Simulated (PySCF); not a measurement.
BClFH3Si, SMILES FB([SiH3])Cl. Geometry: B3LYP-D3(BJ)/def2-SVP.

Computed equilibrium geometry at B3LYP-D3(BJ)/def2-SVP (PySCF confirms it by a frequency run) as a Z-matrix, and its point group:
point group Cs.
```
Si
H 1 1.4915
H 1 1.4931 2 109.27
H 1 1.4931 2 109.27 3 118.23
B 1 2.0328 2 112.11 3 -120.88
F 5 1.3196 1 123.12 2 0.00
Cl 5 1.7668 6 116.95 1 180.00
```
